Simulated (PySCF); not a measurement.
C6H5F3O.
Cartesian coordinates in Å at the PBE0-D3(BJ)/def2-SVP level; atoms count from 1:
```xyz
15
C6H5F3O angstrom
F     -1.7466   -1.5697   -0.8071
C     -1.9481   -0.2612   -0.6537
F     -1.6239    0.3343   -1.8087
F     -3.2593   -0.0753   -0.4670
C     -1.1580    0.3030    0.5047
C      0.3140    0.1027    0.3752
C      1.1954    0.6828   -0.5980
C      2.4356    0.1992   -0.3138
O      2.3880   -0.6252    0.7514
C      1.1081   -0.6817    1.1610
H     -1.5394   -0.1755    1.4180
H     -1.4111    1.3730    0.5665
H      0.9269    1.3603   -1.4052
H      3.4135    0.3463   -0.7650
H      0.9008   -1.3132    2.0218
```

Method used: TDDFT CAM-B3LYP/def2-SVPD, vertical, gas phase, core orbitals frozen in the response (PySCF).

```json
{"state": "S1", "λ (nm)": "197.2", "E (eV)": "6.29", "f": "0.147", "main configurations (H = HOMO, L = LUMO)": "H→L (95%)"}
{"state": "S2", "λ (nm)": "185.2", "E (eV)": "6.69", "f": "0.0058", "main configurations (H = HOMO, L = LUMO)": "H→L+1 (77%), H→L+2 (10%)"}
{"state": "S3", "λ (nm)": "179.7", "E (eV)": "6.90", "f": "0.0027", "main configurations (H = HOMO, L = LUMO)": "H-1→L (38%), H→L+2 (27%), H→L+4 (16%)"}
{"state": "S4", "λ (nm)": "170.8", "E (eV)": "7.26", "f": "0.031", "main configurations (H = HOMO, L = LUMO)": "H→L+2 (42%), H→L+3 (29%), H→L+1 (9%)"}
{"state": "S5", "λ (nm)": "163.1", "E (eV)": "7.60", "f": "0.049", "main configurations (H = HOMO, L = LUMO)": "H→L+3 (51%), H→L+2 (11%), H→L+5 (9%)"}
{"state": "S6", "λ (nm)": "158.2", "E (eV)": "7.84", "f": "0.015", "main configurations (H = HOMO, L = LUMO)": "H→L+7 (51%), H→L+6 (17%), H→L+5 (10%)"}
{"state": "S7", "λ (nm)": "154.0", "E (eV)": "8.05", "f": "0.296", "main configurations (H = HOMO, L = LUMO)": "H→L+4 (38%), H-1→L (30%)"}
{"state": "S8", "λ (nm)": "153.4", "E (eV)": "8.08", "f": "0.051", "main configurations (H = HOMO, L = LUMO)": "H-1→L+1 (57%), H→L+4 (12%)"}
{"state": "S9", "λ (nm)": "151.5", "E (eV)": "8.18", "f": "0.026", "main configurations (H = HOMO, L = LUMO)": "H→L+6 (46%), H→L+7 (18%)"}
{"state": "S10", "λ (nm)": "148.9", "E (eV)": "8.33", "f": "0.092", "main configurations (H = HOMO, L = LUMO)": "H→L+5 (35%), H-1→L+2 (19%), H→L+9 (10%)"}
```

Triplets, Tamm–Dancoff:

```csv
state,E (eV),λ (nm),"main configurations (H = HOMO, L = LUMO)"
T1,4.07,304.9,H→L (87%)
T2,5.28,234.9,"H-1→L (43%), H→L+4 (20%)"
T3,6.30,196.9,"H-1→L (48%), H→L+4 (17%), H→L+1 (8%)"
T4,6.65,186.3,"H→L+1 (61%), H→L+2 (28%)"
```

The lowest singlet lies at 6.29 eV (197 nm, vacuum ultraviolet) and is of moderate strength; its leading configuration is HOMO→LUMO (95%). The strongest level in the table is S7 at 8.05 eV (154 nm, f = 0.296). Löwdin shares by element: HOMO carbon 83% or more (atoms not listed hold the other 17%); LUMO carbon 50% or more, oxygen 19% (atoms not listed hold the other 30%). Orbital energies (eV): HOMO-3 -12.74, HOMO-2 -12.01, HOMO-1 -9.60, HOMO -8.27, LUMO 0.99, LUMO+1 1.23, LUMO+2 1.69. The oscillator strengths of these states sum to 0.716; summed over the whole spectrum of an exact calculation they would give the number of electrons, 76 (Thomas–Reiche–Kuhn). The listed states span 2.04 eV, and the widest gap between neighbours is 0.41 eV (S1 to S2). No computed singlet lies in the visible range (380 to 750 nm); the lowest, at 197 nm, stands 3.03 eV above its violet end (3.26 eV). The vertical ionisation energy (ΔSCF) is 9.08 eV, 0.75 eV above S10. Only the lowest 10 singlets were computed, as vertical energies without vibronic structure.

One conformer stands for the species.
